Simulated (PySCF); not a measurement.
# C₆ coefficients of unlike pairs at M06

Calculated with PySCF 2.14 from the dipole response of each species, C₆(A,B) = (3/π) ∫ α_A(iu) α_B(iu) du, in atomic units, from isotropic polarisabilities. For ions this is the dispersion term alone; charge-induced terms of lower order in 1/R come first.

| species | configuration | basis | relativity | α (bohr³) | C₆ (like pair) |
| --- | --- | --- | --- | --- | --- |
| Zn⁺ | [Ar] 3d10 4s1 (2S) | aug-cc-pVTZ-PP with one added diffuse shell each of s, p, d, f, g type with ECP10MDF (7s7p6d4f3g) | core potential | 15.02 | 59.68 |
| Be⁺ | [He] 2s1 (2S) | aug-cc-pVTZ-DK (5s4p3d2f) | spin-free X2C | 19.40 | 46.23 |
| O | [He] 2s2 2p4 (3P) | x2c-TZVPPall with one added diffuse shell each of s, p, d type (6s4p3d1f) | spin-free X2C | 5.297 | 15.72 |
| Fe | [Ar] 3d6 4s2 (5D) | aug-cc-pVDZ-DK (7s6p4d2f) | spin-free X2C | 47.82 | 365.0 |

(1) Estimate C₆ for Fe with O.

No spin-orbit coupling is included.

The other pairs:

| pair | C₆ |
| --- | --- |
| Fe, Zn⁺ | 143.3 |
| O, Zn⁺ | 29.37 |
| Fe, Be⁺ | 128.2 |
| O, Be⁺ | 21.05 |
| Be⁺, Zn⁺ | 48.36 |

Answers

(1) The integral gives 65.79. The combination rule 2 C_A C_B / (C_A α_B/α_A + C_B α_A/α_B) gives 62.93 and the geometric mean 75.75.
